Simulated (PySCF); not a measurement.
PmSi: frontier orbitals

PBE at R = 2.896 Å; PySCF, spin-free X2C with a Gaussian nucleus, basis sets Pm x2c-TZVPall, Si x2c-TZVPall. State: octet, about 4.9 electrons in the 4f shell (Mulliken), real f orbitals that mix terms. Only the outer orbitals are listed, counted within each symmetry.

| spin | orbital | occ. | ε (eV) | on Pm (%) | main shells (%) |
| --- | --- | --- | --- | --- | --- |
| α | 16σ | 1 | -4.21 | 37 | 59 Si p, 28 Pm s |
| α | 8π | 1 | -4.06 | 33 | 66 Si p, 16 Pm d, 14 Pm f |
| α | 8π | 1 | -4.01 | 26 | 73 Si p, 19 Pm d |
| α | 9π | 1 | -3.54 | 92 | 86 Pm f |
| α | 1φ | 1 | -3.25 | 100 | 99 Pm f |
| α | 3δ | 1 | -3.24 | 100 | 90 Pm f, 10 Pm s |
| α | 3δ | 1 | -2.96 | 100 | 100 Pm f |
| α | 9π | 1 | -2.91 | 99 | 97 Pm f |
| α | 17σ | 0 | -2.92 | 91 | 49 Pm s, 21 Pm f, 19 Pm d |
| α | 18σ | 0 | -2.60 | 98 | 86 Pm f, 8 Pm d |
| α | 1φ | 0 | -2.53 | 100 | 98 Pm f |
| β | 16σ | 1 | -3.48 | 62 | 55 Pm s, 35 Si p |
| β | 8π | 0 | -2.53 | 38 | 62 Si p, 32 Pm d |
| β | 8π | 0 | -2.50 | 36 | 64 Si p, 30 Pm d |
| β | 17σ | 0 | -2.49 | 63 | 36 Si p, 31 Pm s, 28 Pm d |

Task: Which are the highest filled and the lowest empty level, where do they sit, and how wide is the gap?

Result: Highest filled α 9π at -2.91 eV (in %: 97 Pm f); lowest empty α 17σ at -2.92 eV (in %: 49 Pm s, 21 Pm f, 19 Pm d); the gap at PBE is -0.01 eV.

- bond order (Mayer): 1.85
- ⟨S²⟩: 15.866
- charge on Pm (Mulliken, basis-dependent): 0.37
- charge on Pm (Löwdin, basis-dependent): 0.06
- dipole moment (positive dipole means Pm(−)Si(+)): -4.67 D

Spin–orbit coupling is left out. The state is the lowest single determinant that the PBE0 search found; with open d or f shells the true ground state can be another one.
